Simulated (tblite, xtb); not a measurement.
HAl, singlet, at a GFN2-xTB geometry (such geometries of metal compounds can be far from the true shape). Base run: GFN1-xTB (xtb).

The xtb input:
```
$ xtb mol.xyz --gfn 1 --json

# file mol.xyz
2

Al    -0.00000000    -0.00000000    -0.11521965
H      0.00000000     0.00000000     1.49785545
```

Programs used: tblite, xtb; a row that names a program was run with it.

Variants of this job, named by their change:

```tsv
change	ΔE vs base (mEh)	HOMO-LUMO gap (eV)	dipole (D)	G_solv (kcal/mol)	SCF cycles
base	0.000	6.36	2.63	-	8
etemp = 10000	-5.110	6.45	2.43	-	8
acc = 30	0.000	6.36	2.63	-	6
program = tblite; method = gfn1; option = (--guess, eeq)	0.000	-	-	-	-
alpb = benzene	[?]	[?]	[?]	[?]	8
file = coord	0.000	6.36	2.63	-	8
etemp = 5000	-0.057	6.36	2.63	-	8
gbsa = thf	[?]	[?]	[?]	[?]	8
program = tblite; method = gfn1; option = (--efield, 0,0,0.1)	[?]	-	-	-	-
program = tblite; method = gfn1; option = --spin-polarized	0.000	-	-	-	-
alpb = ch2cl2	-5.207	6.44	2.68	-3.30	8
```

### Question
Fill in the missing entries.

### Answer

- alpb = benzene, ΔE vs base (mEh): -2.913
- alpb = benzene, HOMO-LUMO gap (eV): 6.43
- alpb = benzene, dipole (D): 2.67
- alpb = benzene, G_solv (kcal/mol): -1.85
- gbsa = thf, ΔE vs base (mEh): -8.757
- gbsa = thf, HOMO-LUMO gap (eV): 6.47
- gbsa = thf, dipole (D): 2.69
- gbsa = thf, G_solv (kcal/mol): -5.56
- program = tblite; method = gfn1; option = (--efield, 0,0,0.1), ΔE vs base (mEh): 1.971

ALPB and GBSA are two models with their own fitted parameters for each solvent, which aren't always the measured dielectric constant.
